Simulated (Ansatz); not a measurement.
Geometry optimisation, RKS PBE/def2-SVP in Ansatz 0.2.0.

Input file:

```yaml
crystal:
  periodic: [false, false, false]
  atoms:
    - { symbol: Hf, position_ang: [0.141641, 0.019653, -0.100698] }
    - { symbol: F, position_ang: [0.18096, -0.127159, 1.845971] }
    - { symbol: Cl, position_ang: [2.374796, 0.037507, -0.791261] }
    - { symbol: Cl, position_ang: [-0.777688, 2.047379, -0.857917] }
    - { symbol: Cl, position_ang: [-0.833751, -1.858849, -1.124039] }
    - { symbol: "N", position_ang: [-2.836927, -0.045852, 1.545257] }
    - { symbol: H, position_ang: [-2.957795, -0.78047, 0.839718] }
    - { symbol: H, position_ang: [-2.867574, 0.877881, 1.100411] }
    - { symbol: H, position_ang: [-1.933962, -0.170089, 2.049957] }
basis:
  gaussian: { orbitals: def2-SVP }
hamiltonian:
  xc: pbe
relax:
  f_tol: 0.03
  max_steps: 50
output:
  orbitals: {}
```

Launched with:

```bash
$ ansatz run input.yaml --threads 4 --pin off --max-ram 5120MiB --backend cpu --events-out ev --progress --plain --runs-dir out
```

Task: Where does it end, and by what steps?

Result: The run converged. The force dipped under the threshold on the way, but the program's further checks kept it going. After 12 steps the energy has fallen by 0.953 eV; N6 moved furthest, 0.69 Å. Joined: Hf1–N6 (3.40 → 2.46 Å).

| step | energy less start (eV) | largest force component (eV/Å) | accepted |
| --- | --- | --- | --- |
| 0 | 0.0000 | 0.894 | yes |
| 1 | -0.0387 | 0.941 | yes |
| 2 | -0.0370 | 1.094 | no |
| 3 | -0.0739 | 0.939 | yes |
| 4 | -0.1074 | 0.792 | yes |
| 5 | -0.1676 | 0.890 | yes |
| 6 | -0.3815 | 1.648 | yes |
| 7 | -0.6412 | 1.318 | yes |
| 8 | -0.8951 | 1.129 | yes |
| 9 | -0.9208 | 0.702 | yes |
| 10 | -0.9481 | 0.117 | yes |
| 11 | -0.9524 | 0.027 | yes |
| 12 | -0.9529 | 0.019 | yes |

```xyz
9
Properties=species:S:1:pos:R:3
Hf -0.073 0.013 0.066
F 0.391 -0.167 1.922
Cl 2.118 0.036 -0.830
Cl -0.826 2.156 -0.658
Cl -0.937 -1.919 -1.031
N -2.288 -0.025 1.131
H -2.848 -0.840 0.840
H -2.842 0.815 0.910
H -2.204 -0.069 2.157
```

Whether the end is a true minimum wasn't checked by a vibrational analysis.

Run time: 29 s on 4 threads of Arm Neoverse V1, with other jobs on the host, peak memory 0.21 GiB.
